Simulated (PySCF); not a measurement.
C₃H₉In, SMILES [CH3][In]([CH3])[CH3], GFN2-xTB optimised geometry.

```
13

C      2.03     0.12     0.00
In    -0.22     0.12     0.00
C     -1.34     2.07     0.00
C     -1.32    -1.83     0.00
H      2.40    -0.47    -0.84
H      2.41     1.14    -0.08
H      2.40    -0.32     0.92
H     -1.05     2.66    -0.87
H     -1.09     2.63     0.90
H     -2.41     1.89    -0.03
H     -2.03    -1.86     0.83
H     -1.87    -1.94    -0.93
H     -0.62    -2.66     0.10
```

Density from PySCF with PBE0/def2-TZVP, def2 effective core potentials past Kr at that geometry. The core electrons that the potentials of In replace are not part of the density.

Minimum of the electron density along straight lines between bonded atoms, close to the bond critical point (lines longer than 1.1 times the sum of covalent radii, or with two minima, are not listed):

```json
[
 {"bond": "C1–In2", "length / Å": "2.242", "ρ at the minimum / e bohr⁻³": "0.086", "∇²ρ there / e bohr⁻⁵": "0.12", "position (fraction from the first atom)": "0.49"},
 {"bond": "In2–C3", "length / Å": "2.244", "ρ at the minimum / e bohr⁻³": "0.085", "∇²ρ there / e bohr⁻⁵": "0.12", "position (fraction from the first atom)": "0.51"},
 {"bond": "In2–C4", "length / Å": "2.243", "ρ at the minimum / e bohr⁻³": "0.085", "∇²ρ there / e bohr⁻⁵": "0.12", "position (fraction from the first atom)": "0.51"},
 {"bond": "C1–H5", "length / Å": "1.090", "ρ at the minimum / e bohr⁻³": "0.272", "∇²ρ there / e bohr⁻⁵": "-0.90", "position (fraction from the first atom)": "0.64"},
 {"bond": "C1–H6", "length / Å": "1.089", "ρ at the minimum / e bohr⁻³": "0.274", "∇²ρ there / e bohr⁻⁵": "-0.92", "position (fraction from the first atom)": "0.64"},
 {"bond": "C1–H7", "length / Å": "1.090", "ρ at the minimum / e bohr⁻³": "0.272", "∇²ρ there / e bohr⁻⁵": "-0.90", "position (fraction from the first atom)": "0.64"},
 {"bond": "C3–H8", "length / Å": "1.090", "ρ at the minimum / e bohr⁻³": "0.272", "∇²ρ there / e bohr⁻⁵": "-0.90", "position (fraction from the first atom)": "0.64"},
 {"bond": "C3–H9", "length / Å": "1.090", "ρ at the minimum / e bohr⁻³": "0.272", "∇²ρ there / e bohr⁻⁵": "-0.90", "position (fraction from the first atom)": "0.64"},
 {"bond": "C3–H10", "length / Å": "1.089", "ρ at the minimum / e bohr⁻³": "0.274", "∇²ρ there / e bohr⁻⁵": "-0.92", "position (fraction from the first atom)": "0.64"},
 {"bond": "C4–H11", "length / Å": "1.090", "ρ at the minimum / e bohr⁻³": "0.272", "∇²ρ there / e bohr⁻⁵": "-0.91", "position (fraction from the first atom)": "0.64"},
 {"bond": "C4–H12", "length / Å": "1.090", "ρ at the minimum / e bohr⁻³": "0.272", "∇²ρ there / e bohr⁻⁵": "-0.90", "position (fraction from the first atom)": "0.64"},
 {"bond": "C4–H13", "length / Å": "1.089", "ρ at the minimum / e bohr⁻³": "0.274", "∇²ρ there / e bohr⁻⁵": "-0.91", "position (fraction from the first atom)": "0.64"}
]
```
